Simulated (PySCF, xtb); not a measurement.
Ti(F)4 cation (F4Ti), SMILES [F][Ti]([F])([F])[F] (connectivity only; charge and spin as stated), charge +1, multiplicity 2.

Harmonic wavenumbers (cm⁻¹) from GFN2-xTB (xtb) at its own minimum, in rising order: 165, 165, 167, 167, 167, 514, 519, 519, 519.

Question: What does PySCF with PBE-D3(BJ)/def2-SVP give at its own minimum? (An estimate is asked for; the answer gives what the named calculation found.)

Answer: 103, 135, 155, 197, 254, 414, 633, 844, 893. Paired by order, the mean absolute difference is 126 cm⁻¹ and the zero-point energies are 4.1 and 5.2 kcal/mol.
